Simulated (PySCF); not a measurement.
A structure optimised at B3LYP-D3(BJ)/def2-SVP, used in a PySCF frequency run:

```xyz
10

C     -2.1500     0.5586     0.0000
C     -1.0828    -0.2463     0.0000
F     -1.2512    -1.5781     0.0000
C      0.3281     0.1541     0.0000
Cl     0.6609     1.8704     0.0000
C      1.3970    -0.6639     0.0000
F      1.3143    -1.9873     0.0000
H     -3.1503     0.1241     0.0000
H     -2.0295     1.6394     0.0000
H      2.4225    -0.2863     0.0000
```
Charge 0, spin multiplicity 1.

Q: Write its SMILES, formula and point group.

A: C=C(F)/C(Cl)=C\F, C4H3ClF2, Cs

Q: What are its rotational constants (standard atomic weights)?

A: 2.6339, 1.9465, 1.1193 GHz
